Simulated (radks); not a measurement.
The numbers below are computed, except where a source is named.
Task: Level of theory: scalar-relativistic Kohn-Sham, LDA (Slater exchange, Perdew-Wang correlation), spin-polarised, spherical densities, finite nucleus; open shells are filled with parallel spins first (spin-orbit coupling, left out, can overturn this in heavy ions); Fermi nuclear charge, rms radius of each element as measured or else 0.836 A^(1/3) + 0.57 fm (a radial shooting solver on a logarithmic mesh with Libxc functionals). Response by self-consistent Sternheimer equations with the Hartree and adiabatic LDA kernel, the relativistic mass of each level held fixed and spin-orbit coupling left out. For heavy and open-shell atoms this level of theory can miss by tens of per cent. Estimate the static dipole polarisabilities of Pm+ ([Xe] 4f5 6s1) and Co ([Ar] 3d7 4s2) and the C6 coefficients of the three pairs.

Result: alpha = 79.23 and 49.20 bohr^3; C6 = 714.2 (Pm+-Pm+), 531.6 (Pm+-Co), 405.7 (Co-Co) hartree bohr^6.
